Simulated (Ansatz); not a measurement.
A geometry relaxed with B3LYP-D3(BJ)/def2-TZVP (Ansatz, an electronic-structure program), charge 0, multiplicity 1:

```xyz
7

C      1.7252     0.1266     0.1170
H      2.7837     0.2082     0.1735
C     -0.9185    -0.0828    -0.0018
F     -1.4888     1.1013    -0.3754
F     -1.2960    -1.0247    -0.9169
C      0.5341     0.0386     0.0385
H     -1.3396    -0.3672     0.9650
```

Question: Write the SMILES of this molecule.

Answer: `C#CC(F)F`
